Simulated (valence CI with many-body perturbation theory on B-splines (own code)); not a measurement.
Results of a calculation; reference values are marked as such.
**Run record, Rb²²⁺**

Method: relativistic CI+MBPT: five valence electrons over a frozen Dirac-Fock core [Ne], a basis of 6 s, 6 p, 5 d, 3 f, 1 g functions for each j, with the two-electron term Σ2, the three-electron term Σ3, Breit, model QED; selected single and double excitations, second order for the rest, scaled by the run's own slope (own B-spline code, finite nucleus).

Command, and the settings that its task file holds:

```sh
python run_cv.py task.json out
```

```
atom Rb  Z=37  mass_number=85  rms_radius_fm=4.2036
core [Ne]
valence 3s2 3p3
avg = 1
basis = S
breit = 1
cap = 10000
capref = 1200
cscale = 1
de = 0.0
dress = 0
eps = 2e-08
extrap = 1
h = 0.27
hh = 1
l2 = 3
lcore = 6
maxit = 60
n2 = 5
natural = 1
nlev = 20
nno = [3, 3, 3, 2, 1]
nroot = 26
nsp = [3, 3, 2, 1, 0]
pt2 = 1
qed = 1
rpa = 1
s1 = 0
s2 = 1
s3 = 1
screen = 1
tol = 2e-05
whole = 1
```

It took 37 s on 1 thread of Arm Neoverse N1 (shared host).

Log. The first blocks belong to the next ion, which gives the ionisation energy. Fields: 2J, parity (1 odd), roots, reference size, generating configurations, candidates as configurations/state functions, variational space P, stored matrix elements, Davidson steps; e2 is the range of second-order energies in hartree. The first line gives the box (bohr), its intervals, the orbitals and the steps of their self-consistent field. Window is the range of levels sought, series limit the energy at which the first omitted orbital would enter, core excitation an estimate of the first excitation out of the core, left out the lowest levels not solved, and shifts from estimates the range by which levels moved from their first estimate, all in cm⁻¹.

```
rmax 3.7 intervals 58 orbitals 36 references ['3s2 3p3', '3s 3p4', '3s2 3p2 3d', '3p5', '3s 3p3 3d'] scf 5 t 1.2
2J=0 par=0 roots 2 ref 24 generators 8 cand 708/975 P 728/999 nnz 0 it 0
2J=0 par=0 roots 2 ref 24 generators 14 cand 1674/2702 P 2402/3701 nnz 1e+06 it 5
   second order: generators 24 cand 5196/9860 e2 -0.00002 -0.00002
reference levels 559, estimated 47, window 870800 1/cm; series limit 5698810, core excitation 14041367
2J=3 par=1 roots 4 ref 66 generators 15 cand 239/971 P 948/3479 nnz 1.5e+06 it 6
2J=3 par=1 roots 4 ref 66 generators 28 cand 1062/6511 P 2010/9990 nnz 9.5e+06 it 9
   second order: generators 43 cand 14581/193142 e2 -0.00441 -0.00052
2J=5 par=1 roots 2 ref 65 generators 12 cand 191/996 P 805/3524 nnz 1.7e+06 it 5
2J=5 par=1 roots 2 ref 65 generators 20 cand 967/6413 P 1772/9937 nnz 9.8e+06 it 9
   second order: generators 32 cand 13300/212459 e2 -0.00456 -0.00119
2J=1 par=1 roots 2 ref 41 generators 13 cand 250/1009 P 1120/3549 nnz 1.4e+06 it 5
2J=1 par=1 roots 2 ref 41 generators 21 cand 1558/6324 P 2678/9873 nnz 7.5e+06 it 8
   second order: generators 31 cand 12088/98582 e2 -0.00096 -0.00042
2J=5 par=0 roots 6 ref 74 generators 21 cand 227/965 P 865/3534 nnz 1.4e+06 it 10
2J=5 par=0 roots 6 ref 74 generators 30 cand 901/6240 P 1766/9774 nnz 8.7e+06 it 12
   second order: generators 48 cand 15138/227440 e2 -0.00559 -0.00260
2J=3 par=0 roots 6 ref 71 generators 17 cand 217/986 P 897/3484 nnz 1.3e+06 it 6
2J=3 par=0 roots 6 ref 71 generators 27 cand 1063/6490 P 1960/9974 nnz 8.5e+06 it 8
   second order: generators 44 cand 13782/161692 e2 -0.00419 -0.00176
2J=1 par=0 roots 5 ref 44 generators 20 cand 215/968 P 1186/3509 nnz 1.2e+06 it 8
2J=1 par=0 roots 5 ref 44 generators 24 cand 1640/6402 P 2826/9911 nnz 7.1e+06 it 10
   second order: generators 41 cand 12427/92070 e2 -0.00171 -0.00049
2J=7 par=0 roots 3 ref 54 generators 14 cand 212/952 P 872/3505 nnz 1.5e+06 it 5
2J=7 par=0 roots 3 ref 54 generators 22 cand 811/6480 P 1683/9985 nnz 9.9e+06 it 10
   second order: generators 35 cand 13253/191880 e2 -0.00338 -0.00314
2J=9 par=0 roots 2 ref 34 generators 10 cand 136/946 P 984/3530 nnz 1.5e+06 it 4
2J=9 par=0 roots 2 ref 34 generators 21 cand 893/6296 P 1877/9826 nnz 9.3e+06 it 6
   second order: generators 30 cand 11370/177336 e2 -0.00214 -0.00197
left out: unestimated 1289664, estimated 952556, shifts from estimates -8 to 101
operators 0.9
```

The Davidson iterations converged. The settings are bad on purpose, so the numbers may not be properties of the ion.

No measured spectrum was set against this ion. As an estimate, levels of excited configurations hold to 0.05 to 0.15 % of their energy, terms of the ground configuration to about 0.5 %. Among the levels kept, up to 1200 cm⁻¹ of a level comes from second order outside the variational space, and about a tenth of that is noise between levels of different J, which matters for small intervals.

- Valence energy: -211.6848 hartree
- Ionisation energy: 1013.9 eV (NIST: 1024 ± 4 eV (semi-empirical))
- Reference configurations for the orbitals: 3s2 3p3, 3s 3p4, 3s2 3p2 3d, 3p5, 3s 3p3 3d
- Radial orbitals: 36
- Box radius: 3.665 bohr
- Largest variational space: 9990
- Lowest levels: 3s2 3p3 4S°_3/2 0.000, 3s2 3p3 2D°_3/2 10.774, 3s2 3p3 2D°_5/2 14.706, 3s2 3p3 2P°_1/2 20.659, 3s2 3p3 2P°_3/2 29.927, 3s 3p4 4P_5/2 67.602, 3s 3p4 4P_3/2 74.722, 3s 3p4 4P_1/2 76.346, 3s 3p4 2D_3/2 84.103, 3s 3p4 2D_5/2 87.836, 3s2 3p2 3d 4F_3/2 92.925, 3s2 3p2 3d 2P_3/2 95.296, 3s 3p4 2P_1/2 95.707, 3s2 3p2 3d 4F_5/2 96.477 eV

Names give the largest LS component (configuration and term), which can be under half, so a name can repeat, a term be missing and a line seem to break the LS rules; names also repeat where a configuration has a term twice.
